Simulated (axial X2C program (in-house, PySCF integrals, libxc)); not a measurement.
**Worked dissociation energy of ZrTe⁺: PBE0, without spin–orbit coupling**

Computed with an in-house all-electron X2C program for linear molecules (integrals from PySCF). Spin-free means the one-electron spin-free X2C Hamiltonian. Basis: Te dyall-cv3z [11s12p8d4f1g], Zr dyall-cv3z [11s12p9d6f3g] (cores contracted in-house); Gaussian nuclei, density fitting, unrestricted open shells. Masses: Te 129.906 u, Zr 89.905 u.

Molecular state: M_S = 1/2, Λ = 2 (beyond evenly filled blocks: δ+α).

```
E(Te) (2M_S = 2, M_L = 0)  : -6793.441327 hartree
E(Zr+) (2M_S = 3, M_L = 2) : -3597.725359 hartree
E(ZrTe⁺) at Re             : -10391.304307 hartree
ωe                         : 304.5 cm⁻¹
ωexe                       : 1.02 cm⁻¹
```

Work out De and D0.

De = -6793.441327 + (-3597.725359) − (-10391.304307) = 0.13762 hartree = 3.745 eV. The zero-point energy is ωe/2 − ωexe/4 = 152 cm⁻¹ = 0.019 eV, so D0 = 3.726 eV.

The state is a single determinant with fixed occupations, the lowest that a limited PBE0 search found. Dissociation energies refer to the lowest single-determinant-based atoms at the same level and basis. Other states lie close and PBE0, whose exact exchange favours high spin, may order them wrongly; the determinant shown need not be the ground state. The nearest other spin-free determinant of the search, M_S = 1/2, Λ = 0, lies 0.16 eV up at the distance of the search. The functionals have no current-density term, which raises determinants with orbital currents, atoms included. The determinant is spin-polarised beyond a pure state at some levels (its spin-free form has ⟨S²⟩ too high), which makes Re and μ there less reliable. Spin-free De lacks the spin–orbit lowering of the heavy p-block atom, a tenth of an eV or more for 4p and 5p, up to an eV for 6p and one to two eV for 7p atoms, less what an open-shell molecule gains itself.

Each atomic determinant is the lowest at this level and need not be a pure term. Totals compare only within one Hamiltonian and basis.
